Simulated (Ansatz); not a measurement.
Born–Oppenheimer molecular dynamics of BClFH6NO2 (12 atoms, charge 0, multiplicity 1). It starts from a rough guess of a transition structure, not a stationary point.

All numbers below come from UKS PBE0/STO-3G (Ansatz 0.2.0).

| Property | Result |
| --- | --- |
| ensemble | NVE (velocity Verlet) |
| time step | 0.5 fs |
| steps asked | 150 |
| starting velocities drawn for | 300 K |
| seed | 892597 |

First frame:

```xyz
12
Properties=species:S:1:pos:R:3
B -0.310 -1.171 -0.410
Cl 1.738 -0.447 -0.457
O -0.502 -1.970 -1.466
O -0.578 -1.484 0.870
H -0.540 1.190 0.041
F -1.009 0.336 -0.671
H 1.273 1.016 0.396
N 0.335 1.884 0.771
H -0.377 -1.588 -2.332
H -0.774 -2.405 1.029
H 0.187 1.823 1.764
H 0.557 2.816 0.464
```

Question: How far do the bonds stretch over the last three quarters of this one trajectory? (Pairs bonded in most of those frames.)

Answer: 
| bond | mean (Å) | spread (Å) | shortest | longest |
| --- | --- | --- | --- | --- |
| B1–O3 | 1.398 | 0.048 | 1.32 | 1.48 |
| B1–O4 | 1.391 | 0.039 | 1.31 | 1.46 |
| B1–F6 | 1.443 | 0.043 | 1.33 | 1.53 |
| O3–H9 | 1.018 | 0.039 | 0.95 | 1.07 |
| O4–H10 | 1.017 | 0.041 | 0.94 | 1.08 |
| H5–N8 | 1.168 | 0.093 | 1.03 | 1.36 |
| H7–N8 | 1.177 | 0.105 | 1.02 | 1.44 |
| N8–H11 | 1.050 | 0.046 | 0.98 | 1.12 |
| N8–H12 | 1.047 | 0.035 | 0.99 | 1.10 |

Mean temperature of the second half: 757 K. The conserved energy stayed within 1.2 meV per atom of its start (net change -0.59 meV per atom), so the integration is sound. The kinetic energy rose, since the run started high on the potential surface and went downhill. It ends in pieces (BFH2O2 + Cl + H4N), so much of that is their flight and rotation, not heat. A run of 0.075 ps of so small a system gives no equilibrium averages. The orbitals were unrestricted but ended closed-shell. Limits of this set-up: minimal basis.

Time of the run: 17 min on 1 thread of Arm Neoverse N1, with other jobs on the host, peak memory 0.17 GiB.
